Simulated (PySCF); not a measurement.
## Computed properties of Al(H)(NCO)(OH) (CH2AlNO2), SMILES [OH][AlH][N]=C=O

Al(H)(NCO)(OH) (CH₂AlNO₂), SMILES O=C=[N][AlH][OH]. Coordinates come from a PBE0-D3(BJ)/def2-SVP optimisation. Other conformers were not sampled. All values are computed for the isolated molecule unless a solvent is named; none is compared with measurement here.

**Structure.** The optimised structure has Cs symmetry. All 15 harmonic modes at PBE0-D3(BJ)/def2-SVP (PySCF) are real, so it is a minimum. With heavy atoms numbered as in [AlH:1]([N:3]=[C:4]=[O:5])[OH:6], the shortest bond between them is C4–O5 at 1.168 Å and the longest Al1–N3 at 1.780 Å.

**Vibrations.** The strongest infrared lines (harmonic, unscaled, degenerate partners summed) lie at 2458 cm⁻¹ (1439 km/mol, C 70 %, N 17 %, O 12 %), 690 cm⁻¹ (295 km/mol, H 86 %, Al 8 %), 384 cm⁻¹ (224 km/mol, H 77 %, O 14 %). The softest mode is at 74 cm⁻¹ and the zero-point energy is 21.9 kcal/mol.

**Electronic structure.** r2SCAN/def2-TZVP (PySCF) places the frontier levels at -7.55 and -1.37 eV, a gap of 6.18 eV, and gives a dipole moment of 1.38 D and a mean polarisability of 47.0 bohr³.

**Excitations.** TDDFT-B3LYP/def2-SVPD (PySCF) has S1 at 6.05 eV (205 nm, f = 0.002, dark); the most intense of the 10 singlets computed lies at 7.82 eV (f = 0.19). T1 (TDA) is at 5.90 eV. No vertical singlet excitation falls in the visible range (under 3.1 eV).

**NMR.** GIAO shifts at KT2/pcSseg-1 (PySCF) (non-relativistic, atoms alike by connectivity averaged): ¹³C at 118.7 ppm against TMS; ¹H from 2.8 to 4.2 ppm against TMS.
